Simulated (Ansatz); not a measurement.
Energy needed to pull apart CH5InO (SMILES [CH3][InH][OH]), singlet, into free ground-state atoms, from the structure below (displaced at random from a GFN2-xTB minimum); no zero-point or spin–orbit terms; open-shell atoms are treated unrestricted, in their ground-state multiplicity.

C1  (-0.573, 0.552, -1.065)
In2  (0.895, -0.349, 0.375)
O3  (-0.354, -0.755, 2.065)
H4  (-1.411, -0.054, -1.288)
H5  (-0.021, 0.783, -2.011)
H6  (-1.109, 1.498, -0.854)
H7  (2.449, -0.493, 0.416)
H8  (0.223, -1.058, 2.652)
(Å)

Computed with Ansatz 0.2.0 (basis: def2-TZVPP); correlated methods freeze the cores. Filled d shells of the heavier atoms are correlated. Core potentials replace the inner electrons of the atoms past krypton. The def2 sets are not built for correlating such inner shells, so the correlated values are less sure here.

| method | atomization energy (eV) |
| --- | --- |
| PBE-D4 | 25.54 |
| revPBE-D4 | 24.88 |
| r2SCAN-D4 | 25.31 |
| PBE0-D4 | 25.02 |
| wB97X-V | ? |
| wB97M-V | 25.34 |
| HF | 17.65 |
| MP2 | 24.95 |
| CCSD | ? |
| CCSD(T) | 24.78 |

**Question.** What does CCSD give? (Judge from chemistry; the value comes from the calculation.)

**Answer.** By the calculation: 24.38 eV, which is about 0.39 eV less than CCSD(T)/def2-TZVPP.

**Question.** What does wB97X-V give? (An estimate is asked for; the value comes from the calculation.)

**Answer.** The calculation gives: 25.34 eV, which is about 0.56 eV more than CCSD(T)/def2-TZVPP.

In triple zeta the MP2 and coupled-cluster atomization energies are still short of their basis limit by a few kcal/mol a bond, whereas those of the functionals are nearly converged, so these differences are not deviations from converged CCSD(T).

The T1 diagnostic stays at or below 0.017.

For scale, one of the runs: CCSD(T)/def2-TZVPP forces, 182 basis functions (an equivalent command: `ansatz run in.yaml --threads 4`). Hardware: 4 CPU threads, shared host. Wall time 3.7 min; peak host memory 3.9 GiB.
